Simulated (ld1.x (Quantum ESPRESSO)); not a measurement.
**Plane-wave convergence, PAW potential for N (Z = 7)**

| Item | Value |
| --- | --- |
| Element | N |
| Generator | ld1.x (Quantum ESPRESSO) 7.5 |
| Type | PAW |
| Functional | LDA (PZ) |
| Relativity | scalar-relativistic |
| Frozen core | [He] |
| Valence charge | 5 |
| Reference configuration | 2s2 2p3 |
| Partial waves | 2s (bound): rcut 1.00, rcutus 1.15 bohr; 2s channel at 1.25 Ry: rcut 1.00, rcutus 1.15 bohr; 2p (bound): rcut 1.40, rcutus 1.80 bohr; 2p channel at 3.25 Ry: rcut 1.40, rcutus 1.80 bohr; 3d channel at 0.15 Ry: rcut 1.45, rcutus 1.60 bohr; 3d channel at 0.65 Ry: rcut 1.45, rcutus 1.60 bohr |
| Local potential | all-electron potential smoothed inside 1.35 bohr (lloc = -2) |
| Core correction | Bessel-smoothed model core, default radius (core density twice the valence density) |
| Augmentation charge | BESSEL, radius 1.05 bohr |

The pseudo-atom Hamiltonian at the reference potential is diagonalised in spherical Bessel functions j_l(qr) that vanish at 20 bohr, with q² up to the cutoff. All-electron valence levels (Ry): 2s -1.3541, 2p -0.5323.

Question: How do the lowest levels (Ry) of each channel move with the cutoff, and are there ghosts?

Answer:

| cutoff (Ry) | s #1 | p #1 | d #1 | d #2 | f #1 | f #2 | Σ f·Δε (mRy) |
| --- | --- | --- | --- | --- | --- | --- | --- |
| 8 | -1.3290 | -0.4276 | 0.0776 | 0.1834 | 0.1198 | 0.2598 | 364.3 |
| 10 | -1.3437 | -0.4747 | 0.0776 | 0.1834 | 0.1198 | 0.2598 | 193.7 |
| 15 | -1.3525 | -0.5228 | 0.0776 | 0.1833 | 0.1198 | 0.2598 | 31.6 |
| 18 | -1.3535 | -0.5284 | 0.0776 | 0.1833 | 0.1198 | 0.2598 | 12.8 |
| 25 | -1.3538 | -0.5320 | 0.0776 | 0.1833 | 0.1198 | 0.2598 | 1.4 |
| 30 | -1.3538 | -0.5321 | 0.0776 | 0.1833 | 0.1198 | 0.2598 | 1.1 |
| 40 | -1.3539 | -0.5322 | 0.0776 | 0.1833 | 0.1198 | 0.2598 | 0.5 |
| 45 | -1.3540 | -0.5323 | 0.0776 | 0.1833 | 0.1198 | 0.2598 | 0.3 |
| 400 | -1.3541 | -0.5323 | 0.0776 | 0.1833 | 0.1198 | 0.2598 | 0.0 |

Result: no extra level below or beside the all-electron valence levels (s, p, d, f tested); 10 mRy is reached at 21 Ry and 1 mRy at 35 Ry.
